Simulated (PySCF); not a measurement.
Numbering as in the mapped SMILES `[O:1]=[CH:2][N:3]1[CH2:4][CH2:5][CH2:6][CH2:7][CH2:8]1` (H(Xn): hydrogen on atom n).

Geometry: PBE0-D3(BJ)/def2-SVP; GIAO shifts from PySCF 2.14, gas phase, non-relativistic, averaged over equivalent atoms.

At PBE0/pcSseg-1 (191 basis functions, 28 s wall time on 1 thread of an Arm Neoverse V1, shared host):
```tsv
atoms	δ (ppm)
O1	413.0
C2	160.6
C4	47.1
C8	40.1
C5	29.3
C7	27.5
C6	27.5
N3	144.3
H(C2)	7.74
H(C8)	3.37
H(C4)	3.02
H(C6)	1.54
H(C5)	1.32
H(C7)	1.31
```

Chemical shifts δ = σref − σ; H2O for 17O (σref 334.56); 13C (σref 184.41) and 1H (σref 31.27) against TMS; 15N (σref 265.67) against NH3, all at this level.

Task: What do these become at HF/pcSseg-1?

Result: 
| atoms | δ at HF/pcSseg-1 | change |
| --- | --- | --- |
| O1 | 398.0 | -15.0 |
| C2 | 169.3 | +8.7 |
| C4 | 42.4 | -4.7 |
| C8 | 36.0 | -4.1 |
| C5 | 26.6 | -2.7 |
| C7 | 24.9 | -2.6 |
| C6 | 24.0 | -3.5 |
| N3 | 116.2 | -28.1 |
| H(C2) | 7.55 | -0.19 |
| H(C8) | 3.23 | -0.14 |
| H(C4) | 2.81 | -0.21 |
| H(C6) | 1.40 | -0.14 |
| H(C5) | 1.19 | -0.13 |
| H(C7) | 1.19 | -0.12 |

Chemical shifts δ = σref − σ; 17O (σ = 333.31 ppm) against H2O; 13C (σ = 190.85 ppm) and 1H (σ = 31.69 ppm) against TMS; 15N (σ = 265.72 ppm) against NH3, all at this level.

The largest change is at N3 (amide-type nitrogen). Cost: 191 basis functions, 18 s wall time on 1 thread of an Arm Neoverse V1, shared host. The order of the carbon signals is the same at both levels.

Rotation about the amide-type C–N bond is slow at room temperature, so the two groups on nitrogen are listed apart. Unscaled 17O shifts of doubly bonded oxygen tend to come out too high, by tens of ppm or more. Experimental scales use liquid or dissolved standards, which lie at an offset from isolated NH3 (liquid NH3: subtract about 20 ppm) and H2O (liquid H2O: subtract about 36 ppm).
